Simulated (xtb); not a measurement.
aminoborane (H₄BN), singlet, from a rough starting geometry; GFN2-xTB (xtb).

The xtb input:
```
$ xtb mol.xyz --gfn 2 --opt vtight --json

# file mol.xyz
6

B     -0.70639021     0.01019942    -0.00109513
N      0.72955613    -0.03011939     0.01559081
H     -1.29420367    -0.97114796    -0.00944263
H     -1.23769403     1.09131915     0.02460815
H      1.30063880     0.75627533     0.03692592
H      1.19864162    -0.92581342     0.01530996
```

The log (banner, timings and long lists left out):

```
   ID    Z sym.   atoms
    1    5 B      1
    2    7 N      2
    3    1 H      3-6

           -------------------------------------------------
          |                Calculation Setup                |
           -------------------------------------------------

           -------------------------------------------------
          |                 G F N 2 - x T B                 |
           -------------------------------------------------

          ...................................................
          :                      SETUP                      :
          :.................................................:
          :  # basis functions                  12          :
          :  # atomic orbitals                  12          :
          :  # shells                            8          :
          :  # electrons                        12          :
          :  max. iterations                   250          :
          :  Hamiltonian                  GFN2-xTB          :
          :  restarted?                      false          :
          :  GBSA solvation                  false          :
          :  PC potential                    false          :
          :  electronic temp.          300.0000000     K    :
          :  accuracy                    1.0000000          :
          :  -> integral cutoff          0.2500000E+02      :
          :  -> integral neglect         0.1000000E-07      :
          :  -> SCF convergence          0.1000000E-05 Eh   :
          :  -> wf. convergence          0.1000000E-03 e    :
          :  Broyden damping             0.4000000          :
          :  net charge                          0          :
          :  unpaired electrons                  0          :
          ...................................................

 iter      E             dE          RMSdq      gap      omega  full diag
   1     -6.2038515 -0.620385E+01  0.994E+00    5.79       0.0  T
   2     -6.2797503 -0.758987E-01  0.661E+00    5.27       1.0  T
   3     -6.2821224 -0.237214E-02  0.310E+00    5.70       1.0  T
   4     -6.2902716 -0.814916E-02  0.108E+00    5.61       1.0  T
   5     -6.2925544 -0.228282E-02  0.358E-01    5.87       1.0  T
   6     -6.2929480 -0.393642E-03  0.135E-01    5.79       1.0  T
   7     -6.2930373 -0.893019E-04  0.183E-02    5.81       2.2  T
   8     -6.2930348  0.253134E-05  0.206E-02    5.81       2.0  T
   9     -6.2930379 -0.305795E-05  0.123E-03    5.81      33.1  T
  10     -6.2930379 -0.379017E-08  0.559E-04    5.81      73.0  T
  11     -6.2930379 -0.180261E-08  0.515E-05    5.81     792.6  T

   *** convergence criteria satisfied after 11 iterations ***

         :::::::::::::::::::::::::::::::::::::::::::::::::::::
         ::                     SUMMARY                     ::
         :::::::::::::::::::::::::::::::::::::::::::::::::::::
         :: total energy              -6.209695465900 Eh    ::
         :: gradient norm              0.089399599053 Eh/a0 ::
         :: HOMO-LUMO gap              5.811756076365 eV    ::
         ::.................................................::
         :: SCC energy                -6.293037831215 Eh    ::
         :: -> isotropic ES            0.029691353234 Eh    ::
         :: -> anisotropic ES          0.006219304846 Eh    ::
         :: -> anisotropic XC          0.002814383438 Eh    ::
         :: -> dispersion             -0.001422491807 Eh    ::
         :: repulsion energy           0.083342365314 Eh    ::
         :: add. restraining           0.000000000000 Eh    ::
         :: total charge               0.000000000000 e     ::
         :::::::::::::::::::::::::::::::::::::::::::::::::::::

      -----------------------------------------------------------
     |                   =====================                   |
     |                        A N C O P T                        |
     |                   =====================                   |
     |               Approximate Normal Coordinate               |
     |                Rational Function Optimizer                |
      -----------------------------------------------------------
      -----------------------------------------------------------
     |                   =====================                   |
     |                        A N C O P T                        |
     |                   =====================                   |
     |               Approximate Normal Coordinate               |
     |                Rational Function Optimizer                |
      -----------------------------------------------------------

          ...................................................
          :                      SETUP                      :
          :.................................................:
          :   optimization level         verytight          :
          :   max. optcycles                   200          :
          :   ANC micro-cycles                  20          :
          :   degrees of freedom                12          :
          :.................................................:
          :   RF solver                   davidson          :
          :   write xtbopt.log                true          :
          :   linear?                        false          :
          :   energy convergence         0.1000000E-06 Eh   :
          :   grad. convergence          0.2000000E-03 Eh/α :
          :   maxmium RF displ.          1.0000000          :
          :   Hlow (freq-cutoff)         0.1000000E-01      :
          :   Hmax (freq-cutoff)         5.0000000          :
          :   S6 in model hess.         20.0000000          :
          ...................................................

generating ANC from exact Hessian ...
Using Lindh-Hessian (1995)
 Shifting diagonal of input Hessian by    0.0000000000000000
 Lowest  eigenvalues of input Hessian
    0.000000    0.000000    0.000000    0.000000    0.000000    0.000000
[...]
 * total energy  :    -6.2096955 Eh     change       -0.1633982E-10 Eh
 * total energy  :    -6.2134856 Eh     change       -0.3790103E-02 Eh
 * total energy  :    -6.2133093 Eh     change        0.1762376E-03 Eh
 * total energy  :    -6.2140712 Eh     change       -0.7619000E-03 Eh
 * total energy  :    -6.2141245 Eh     change       -0.5330814E-04 Eh
 * total energy  :    -6.2141387 Eh     change       -0.1412447E-04 Eh
 * total energy  :    -6.2141414 Eh     change       -0.2707738E-05 Eh
 * total energy  :    -6.2141420 Eh     change       -0.6490980E-06 Eh
 * total energy  :    -6.2141420 Eh     change        0.1306248E-08 Eh
 * total energy  :    -6.2141420 Eh     change       -0.2809731E-07 Eh
   *** GEOMETRY OPTIMIZATION CONVERGED AFTER 10 ITERATIONS ***
[...]
          :  # electrons                        12          :
          :  max. iterations                   250          :
          :  Hamiltonian                  GFN2-xTB          :
          :  restarted?                      false          :
          :  GBSA solvation                  false          :
          :  PC potential                    false          :
          :  electronic temp.          300.0000000     K    :
          :  accuracy                    1.0000000          :
          :  -> integral cutoff          0.2500000E+02      :
          :  -> integral neglect         0.1000000E-07      :
          :  -> SCF convergence          0.1000000E-05 Eh   :
          :  -> wf. convergence          0.1000000E-03 e    :
          :  Broyden damping             0.4000000          :
          :  net charge                          0          :
          :  unpaired electrons                  0          :
          ...................................................

 iter      E             dE          RMSdq      gap      omega  full diag
   1     -6.3005238 -0.630052E+01  0.182E-05    6.07       0.0  T
   2     -6.3005238 -0.226485E-12  0.101E-05    6.07    4056.7  T
   3     -6.3005238 -0.319744E-13  0.521E-06    6.07    7834.8  T

   *** convergence criteria satisfied after 3 iterations ***

         :::::::::::::::::::::::::::::::::::::::::::::::::::::
         ::                     SUMMARY                     ::
         :::::::::::::::::::::::::::::::::::::::::::::::::::::
         :: total energy              -6.214142047344 Eh    ::
         :: gradient norm              0.000013069079 Eh/a0 ::
         :: HOMO-LUMO gap              6.072451551019 eV    ::
         ::.................................................::
         :: SCC energy                -6.300523741506 Eh    ::
         :: -> isotropic ES            0.029979057275 Eh    ::
         :: -> anisotropic ES          0.006208143143 Eh    ::
         :: -> anisotropic XC          0.002552842309 Eh    ::
         :: -> dispersion             -0.001436999052 Eh    ::
         :: repulsion energy           0.086381694162 Eh    ::
         :: add. restraining           0.000000000000 Eh    ::
         :: total charge              -0.000000000000 e     ::
         :::::::::::::::::::::::::::::::::::::::::::::::::::::

           -------------------------------------------------
          |                Property Printout                |
           -------------------------------------------------

    * Orbital Energies and Occupations

         #    Occupation            Energy/Eh            Energy/eV
      -------------------------------------------------------------
         1        2.0000           -0.5978013             -16.2670
         2        2.0000           -0.5228972             -14.2288
         3        2.0000           -0.5087373             -13.8434
         4        2.0000           -0.4393051             -11.9541
         5        2.0000           -0.4157653             -11.3135
         6        2.0000           -0.3993327             -10.8664 (HOMO)
         7                         -0.1761742              -4.7939 (LUMO)
         8                          0.0616429               1.6774
         9                          0.1864020               5.0723
        10                          0.3552042               9.6656
        11                          0.4774687              12.9926
        12                          0.4899230              13.3315
      -------------------------------------------------------------
                  HL-Gap            0.2231585 Eh            6.0725 eV
             Fermi-level           -0.2877534 Eh           -7.8302 eV

     #   Z          covCN         q      C6AA      α(0)
     1   5 B        2.717     0.231    17.960     7.104
     2   7 N        2.561    -0.312    28.049     7.865
     3   1 H        0.939    -0.117     6.174     3.885
     4   1 H        0.939    -0.117     6.174     3.885
     5   1 H        0.860     0.157     1.353     1.822
     6   1 H        0.860     0.157     1.353     1.822

 Mol. C6AA /au·bohr⁶  :        282.044525
 Mol. C8AA /au·bohr⁸  :       5900.139526
 Mol. α(0) /au        :         26.383109

Wiberg/Mayer (AO) data.
largest (>0.10) Wiberg bond orders for each atom

 ---------------------------------------------------------------------------
     #   Z sym  total        # sym  WBO       # sym  WBO       # sym  WBO
 ---------------------------------------------------------------------------
     1   5 B    3.404 --     2 N    1.462     4 H    0.969     3 H    0.969
     2   7 N    3.390 --     1 B    1.462     6 H    0.962     5 H    0.962
     3   1 H    0.986 --     1 B    0.969
     4   1 H    0.986 --     1 B    0.969
     5   1 H    0.975 --     2 N    0.962
     6   1 H    0.975 --     2 N    0.962
 ---------------------------------------------------------------------------

Topologies differ in total number of bonds
Writing topology from bond orders to xtbtopo.mol

molecular dipole:
                 x           y           z       tot (Debye)
 q only:        0.588      -0.029       0.005
   full:        0.835      -0.041       0.007       2.126
molecular quadrupole (traceless):
                xx          xy          yy          xz          yz          zz
 q only:        0.345      -0.048      -0.238       0.026      -0.004      -0.107
  q+dip:        0.522      -0.008       0.931       0.050       0.034      -1.453
   full:        0.214      -0.039      -0.025       0.036       0.000      -0.189

optimized geometry written to: xtbopt.xyz

           -------------------------------------------------
          | TOTAL ENERGY               -6.214142047344 Eh   |
          | GRADIENT NORM               0.000013069079 Eh/α |
          | HOMO-LUMO GAP               6.072451551019 eV   |
           -------------------------------------------------

normal termination of xtb
```
